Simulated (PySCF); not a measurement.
ClH6NOSi2, SMILES O[Si@H](Cl)N[SiH3]. Atoms are numbered in the order given.

```xyz
11

O     -1.7746    -0.8970     1.3007
Si    -0.3055    -0.1987     1.0100
Cl    -0.5184     1.6870     0.1567
N      0.6545    -1.0561    -0.1344
Si     1.3638    -0.5022    -1.6426
H     -2.3219    -1.0953     0.5303
H      0.2954    -0.0599     2.3520
H      0.8852    -2.0171     0.1160
H      2.1354    -1.6641    -2.1759
H      2.2894     0.6513    -1.4498
H      0.3292    -0.1125    -2.6452
```

Geometry optimised at r2SCAN-D4/def2-SVP. The structure was generated by enumeration; whether it is a known compound was not checked. Other conformers were not sampled.

Level of theory: PySCF with B3LYP/def2-TZVP.

ESP charges are fitted to the potential on shells at 1.4 to 2.0 van der Waals radii. Atomic charges (e):

```tsv
atom	Mulliken	ESP fit	IAO
O1	-0.51	-0.62	-0.79
Si2	0.63	0.52	1.27
Cl3	-0.26	-0.16	-0.34
N4	-0.50	-0.63	-0.97
Si5	0.32	0.30	0.78
H6	0.32	0.43	0.37
H7	-0.05	-0.03	-0.16
H8	0.22	0.37	0.28
H9	-0.06	-0.07	-0.14
H10	-0.05	-0.05	-0.15
H11	-0.05	-0.05	-0.15
```

Computed Mayer and Wiberg (Löwdin basis) orders of the bonds:
```
bond     Mayer  Wiberg
-------  -----  ------
O1–Si2    1.22    1.70
Si2–Cl3   1.09    1.73
Si2–N4    1.15    1.44
N4–Si5    1.04    1.39
O1–H6     0.88    1.01
Si2–H7    0.94    0.91
N4–H8     0.90    0.88
Si5–H9    0.95    0.96
Si5–H10   0.95    0.97
Si5–H11   0.95    0.96
```
